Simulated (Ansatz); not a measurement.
`C[CH2][AlH][SH]` + HBr → `C[CH2][AlH][Br]` + H₂S at 600 K and 1 bar (ligand exchange at the Al–S bond).

Calculated with Ansatz (gas phase, PBE0-D4/def2-TZVP geometries, no zero-point term in ΔE). CCSD(T)/CBS adds triple-zeta CCSD(T) − MP2 to the extrapolated MP2 energy (def2 sets, frozen cores). This one scheme is used for every species. For Br outer-core shells are correlated without core-valence functions, which leaves a few kJ/mol of doubt a bond. Scalar relativity is left out up to krypton. One conformer a species, not always the lowest.

```csv
species,CCSD(T)/CBS energy (Eh),H − E (kJ/mol),S (J/(mol·K))
`C[CH2][AlH][SH]`,-720.15155,274.5,437.3
HBr,-2573.91920,33.5,219.1
`C[CH2][AlH][Br]`,-2895.11728,247.0,436.9
H₂S,-398.97279,60.8,230.9
```

H − E and S are ideal-gas, rigid-rotor, harmonic terms from PBE0-D4/def2-TZVP, for one conformer and one mirror image of each species. 1 Eh = 2625.50 kJ/mol, R = 8.31446 J/(mol·K).

Q: By hand: ΔE, ΔH, ΔS and ΔG.

A: ΔE = (-2895.11728) + (-398.97279) − (-720.15155) − (-2573.91920) = -0.01932 Eh = -50.7 kJ/mol. Δ(H − E) = 247.0 + 60.8 − 274.5 − 33.5 = -0.2, so ΔH = -50.9 kJ/mol. ΔS = 436.9 + 230.9 − 437.3 − 219.1 = 11.4 J/(mol·K). ΔG = -50.9 − 600 × (11.4)/1000 = -57.7 kJ/mol.

Q: By hand: the equilibrium constant, and the temperature at which ΔG would vanish if ΔH and ΔS stayed fixed.

A: log₁₀ K = −ΔG/(RT ln 10) = 5.0. ΔH and −TΔS have one sign here, so there is no such temperature.

The number of gas molecules stays the same, so ΔS is small and ΔH decides. A doubt of 5 kJ/mol in ΔE shifts log₁₀ K by 0.4 here. Other conformers and mirror images would add mixing entropy, several J/(mol·K) or more a flexible species. Modes under 60 cm⁻¹, often nearly free rotors, make the harmonic entropy too high. These are equilibria of isolated gas molecules and say nothing of rates. Largest T1 diagnostic: 0.010 (customary marks: 0.02 for closed shells, 0.045 for open ones).

ΔS is within the doubt of such terms, so its sign, and with it that verdict, could turn.
